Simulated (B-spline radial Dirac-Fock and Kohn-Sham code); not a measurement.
## Scattering functions of Ir⁶⁺

System: iridium as Ir⁶⁺, configuration [Xe] 4f14 5d3, inside a Watson sphere of charge -6 and radius 2.2 Å (a model of the Madelung potential; inside it an electron's potential energy is raised by 39.3 eV).

Input file task.json (cfg lists n, l and occupation; rrms is the nuclear radius in fm):

```json
{"items": [{
  "Z": 77,
  "q": 6,
  "cfg": [[1, 0, 2], [2, 0, 2], [2, 1, 6], [3, 0, 2], [3, 1, 6], [3, 2, 10], [4, 0, 2], [4, 1, 6], [4, 2, 10], [4, 3, 14], [5, 0, 2], [5, 1, 6], [5, 2, 3]],
  "A": 193,
  "rrms": 5.4032,
  "watson": [-6, 2.2],
  "do": ["scatter"],
  "s": [0.0, 0.05, 0.06, 0.08, 0.1, 0.13, 0.16, 0.2, 0.26, 0.32, 0.41, 0.52, 0.66, 0.84, 1.06, 1.34, 1.7, 2.15, 2.72, 3.44, 4.36, 5.52, 7.0],
  "pz": [0, 0.1, 0.2, 0.3, 0.4, 0.5, 0.6, 0.8, 1.0, 1.2, 1.4, 1.6, 1.8, 2.0, 2.5, 3.0, 4.0, 5.0, 7.0, 10.0, 15.0, 20.0, 30.0, 40.0, 60.0, 100.0],
  "hv_scatter": [1000, 2000, 8047.8, 17479.3, 20000, 50000, 100000, 500000]
}]}
```

Launch: `python xray_run.py task.json out`

Level of theory: Dirac-Fock densities; a radial atomic solver. f₀ is the Fourier transform of the spherical electron density, S the Waller-Hartree incoherent function, and s = sin θ/λ.

```
s (Å⁻¹)      f₀       S
      0  71.000   0.000
   0.05  70.515   0.469
   0.06  70.304   0.669
   0.08  69.776   1.164
    0.1  69.112   1.768
   0.13  67.889   2.839
   0.16  66.430   4.048
    0.2  64.200   5.775
   0.26  60.476   8.418
   0.32  56.589  10.990
   0.41  50.961  14.653
   0.52  44.880  18.805
   0.66  38.489  23.412
   0.84  31.949  28.233
   1.06  25.794  33.126
   1.34  20.394  38.458
    1.7  16.423  44.251
   2.15  13.577  49.837
   2.72  10.659  54.558
   3.44   7.670  58.406
   4.36   5.575  61.699
   5.52   4.446  64.443
      7   3.441  66.638
```

f₀ starts at the number of electrons, 71, and has fallen to half at s ≈ 0.74 Å⁻¹. The sum of ⟨r²⟩ over the electrons is 26.58 bohr².

Values without a named source are computed, but for edge energies of neutral atoms, which are taken from tables.
